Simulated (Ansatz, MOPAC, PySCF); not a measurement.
Species: H$_{2}$Se, net charge 0, singlet state. SMILES: [SeH2]
Coordinates optimised at B3LYP-D3(BJ)/def2-TZVP (Ansatz, a quantum-chemistry and plane-wave program):
```
Se
H 1 1.4704
H 1 1.4704 2 91.29
```
Charge 0, spin multiplicity 1.

Wanted: vertical ionisation energy to the doublet, in eV. Terms: open shells spin-unrestricted; dispersion terms only where a functional's name holds one; six Cartesian d functions in 6-31G* and its kin unless marked 5d; valence correlation only (noble-gas shells and the d and f shells of earlier blocks); no spin-orbit coupling; each state is the SCF solution reached for its charge and spin; non-relativistic. Ab initio and DFT rows: single points at B3LYP-D3(BJ) geometries (Ansatz). Semi-empirical rows: differences of heats of formation at the shared geometry for vertical values.

| species | coefficient | E at MP2/6-31G* (Ansatz), Eh | E at M06-2X/def2-TZVPD (PySCF), Eh | heat of formation at MNDO (MOPAC), kcal/mol |
|---|---|---|---|---|
| charge 1, doublet | +1 | -2400.46284 | -2402.40810 | 215.35 |
| charge 0, singlet | -1 | -2400.80645 | -2402.76602 | 15.43 |

 1 Eh = 27.2114 eV and 1 eV = 23.0605 kcal/mol.

Compute it at each level from the table.


- MP2/6-31G*: the sum of coefficient times E is 0.34361 Eh, or 9.350 eV. Result: 9.35 eV.
- M06-2X/def2-TZVPD: the sum of coefficient times E is 0.35792 Eh, or 9.739 eV. Result: 9.74 eV.
- MNDO: the sum of coefficient times heat of formation is 199.92 kcal/mol, or 8.67 eV.
